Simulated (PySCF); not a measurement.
A structure optimised at PBE-D3(BJ)/def2-SVP, used in a PySCF frequency run:

```xyz
17

Si    -2.0046    -0.5804     0.5861
C     -0.5404     0.6272     0.3720
C     -0.6348     1.6627    -0.7919
C      0.7125     1.0953    -1.3048
N      0.6336     0.0156    -0.3043
Si     1.9169    -0.9723     0.3508
H     -3.1771     0.1125     1.2348
H     -1.6030    -1.7500     1.4436
H     -2.4183    -1.0819    -0.7709
H     -0.2965     1.1216     1.3449
H     -1.4815     1.4926    -1.4859
H     -0.6322     2.7257    -0.4864
H      1.5704     1.7961    -1.1639
H      0.7302     0.7427    -2.3601
H      1.2866    -2.0531     1.1838
H      2.6803    -1.5601    -0.8043
H      2.9090    -0.2293     1.2256
```

**Question.** Write its SMILES and formula.

**Answer.** [SiH3][C@@H]1CCN1[SiH3], C3H11NSi2

**Question.** What are its rotational constants (standard atomic weights)?

**Answer.** 2.9638, 1.6640, 1.1584 GHz
